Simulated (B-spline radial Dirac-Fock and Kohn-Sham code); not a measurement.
What relativity does to the binding energies of Ru³³⁺

System: Ru³³⁺, [Ne] 3s1.

Both columns are ΔSCF binding energies of the configuration average from a radial finite-basis atomic code: non-relativistic Hartree-Fock with a point nucleus, and Dirac-Fock with a finite nucleus and the Coulomb interaction alone, averaged over the two j levels with weights 2j+1.

```csv
shell,Hartree-Fock (eV),Dirac-Fock (eV),shift (eV),shift (%)
2p,4656.7,4711.1,+54.48,+1.17
3s,1965.2,2013.9,+48.66,+2.48
```

Relativity binds 2p, 3s more strongly, among those listed most of all 3s in relative terms.

Values without a named source are computed, but for edge energies of neutral atoms, which are taken from tables.
